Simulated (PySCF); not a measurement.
[Bi(NH3)3]3+ at several levels of theory

Computed with PySCF 2.14.0 (density fitting, no spin-orbit coupling) at the geometry relaxed with PBE0:

```xyz
13
[Bi(NH3)3]3+ (singlet)
Bi    0.0000    0.0000   -1.0729
N     2.0064    0.0564    0.1770
H     1.9369    0.0296    1.2094
H     2.6288   -0.7339   -0.0808
H     2.5617    0.9055   -0.0424
N    -1.0520    1.7093    0.1770
H    -0.9940    1.6626    1.2094
H    -0.6789    2.6435   -0.0808
H    -2.0650    1.7658   -0.0424
N    -0.9543   -1.7658    0.1770
H    -0.9428   -1.6922    1.2094
H    -1.9499   -1.9097   -0.0808
H    -0.4967   -2.6712   -0.0424
```

```json
{"level": "PBE0", "basis": "Bi def2-SVP with ECP60, N def2-SVP, H def2-SVP", "state": "singlet", "HOMO (eV)": "-24.54", "gap (eV)": "7.73", "charge on Bi1 (e)": "1.54", "dipole about the centre of mass (D)": "8.63", "largest force component (eV/Å)": "0.01"}
{"level": "TPSS", "basis": "the same", "state": "singlet", "HOMO (eV)": "-23.43", "gap (eV)": "5.94", "charge on Bi1 (e)": "1.47", "dipole about the centre of mass (D)": "8.76", "largest force component (eV/Å)": "0.35"}
{"level": "PBE0", "basis": "Bi def2-TZVP with ECP60, N def2-TZVP, H def2-TZVP", "state": "singlet", "HOMO (eV)": "-24.48", "gap (eV)": "7.72", "charge on Bi1 (e)": "1.42", "dipole about the centre of mass (D)": "8.67", "largest force component (eV/Å)": "0.56"}
```

Charges are Mulliken's, which hang on the basis. The relaxation used the grid (50, 194), these runs (75, 302) or, all-electron (x2c bases, spin-free X2C Hamiltonian), (99, 590).

**Question.** What does PBE with Bi def2-SVP with ECP60, N def2-SVP, H def2-SVP give here?

**Answer.** state singlet, HOMO (eV) -23.37, gap (eV) 5.78, charge on Bi1 (e) 1.44, dipole about the centre of mass (D) 8.82, largest force component (eV/Å) 0.36. Time: 5.5 s on 2 threads of Arm Neoverse V2, with other jobs on the host, from an already converged density.

In the first row's basis the gap widens with exact exchange: 5.8 to 5.9 eV for PBE, TPSS (none); 7.7 eV for PBE0 (a fixed share).
